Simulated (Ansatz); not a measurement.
Reaction (ligand exchange at the Al–O bond): `[OH][Al]([Cl])[O][SiH3]` + H₂S → `[OH][Al]([SH])[Cl]` + `O[SiH3]`

Gas-phase electronic energies from Ansatz, PBE0-D4/def2-TZVP geometries. CCSD(T)/CBS is the MP2 limit (def2-TZVPP, def2-QZVPP) plus CCSD(T) − MP2 in def2-TZVPP, frozen cores. This one scheme is used for every species. DFT in def2-TZVPP. B3LYP here is the variant with VWN-RPA as its local correlation; programs differ in this. Each species was taken in one conformer, which may not be the lowest.

Task: Is it downhill or uphill in electronic energy at CCSD(T)/CBS, and by how much? (An estimate is asked.)

Result: Ansatz gave: Uphill: ΔE = +0.46 eV.

Task: What do these levels give: LDA (SPW92), BLYP-D4, B3LYP-D4, PBE-QIDH, revPBE, r2SCAN, r2SCAN0, MP2/def2-SVP, MP2/def2-TZVPP, SCS-MP2/def2-TZVPP, SCS-MP2/def2-QZVPP, HF/CBS(def2)? (Estimate.)

Result: Ansatz gave: LDA (SPW92) 0.33, BLYP-D4 0.47, B3LYP-D4 0.49, PBE-QIDH 0.41, revPBE 0.30, r2SCAN 0.41, r2SCAN0 0.42, MP2/def2-SVP 0.56, MP2/def2-TZVPP 0.46, SCS-MP2/def2-TZVPP 0.52, SCS-MP2/def2-QZVPP 0.50, HF/CBS(def2) 0.62 eV.

Largest T1 diagnostic among the species: 0.011.

Leaving LDA and LC-ωPBE aside and taking each functional with its dispersion term where it has one, the values, not all of them listed here, spread over 0.23 eV, from revPBE-D4 to BHLYP-D4. At CCSD(T), def2-SVP lies +0.12 eV from the extrapolated value and def2-TZVPP +0.03 eV. From BLYP to BHLYP (50 % exact exchange), in def2-TZVPP and without D4, ΔE moves by +0.07 eV.
